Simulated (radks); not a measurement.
Dipole-allowed excitations along the series with 30 electrons in [Ar] 3d10 4s2. Calculated with a radial shooting solver on a logarithmic mesh with Libxc functionals: scalar-relativistic Kohn-Sham, PBE, spin-polarised, spherical densities, finite nucleus; Fermi nuclear charge, rms radius of each element as measured or else 0.836 A^(1/3) + 0.57 fm. Time-dependent linear response with the Hartree and adiabatic LDA kernel, continuum included through the Sternheimer equations, no spin-orbit coupling, so fine structure and intercombination lines are absent. Lines are the poles of the dipole polarisability below minus the highest occupied eigenvalue, found on a grid refined at the orbital gaps; the lowest seven at most are given, and weak or close lines can be missed. The first line takes the name of the lowest orbital gap if no other gap lies below it; otherwise a line is named after a gap within 0.6 % of it, if that gap stands alone.

| species | -e(HOMO) (eV) | lowest orbital gap (eV) | first line (eV) | f | static alpha (bohr^3) |
|---|---|---|---|---|---|
| Pd16+ | 418.95 | 4s-4p 40.950 | 48.563 (4s-4p) | 1.29 | 0.4446 |
| Ag17+ | 460.90 | 4s-4p 43.591 | 51.552 (4s-4p) | 1.28 | 0.3893 |
| Cd18+ | 504.72 | 4s-4p 46.314 | 54.622 (4s-4p) | 1.26 | 0.3424 |
| In19+ | 550.42 | 4s-4p 49.123 | 57.780 (4s-4p) | 1.25 | 0.3025 |
| Sn20+ | 598.02 | 4s-4p 52.025 | 61.030 (4s-4p) | 1.23 | 0.2683 |
| Sb21+ | 647.52 | 4s-4p 55.025 | 64.381 (4s-4p) | 1.22 | 0.2389 |
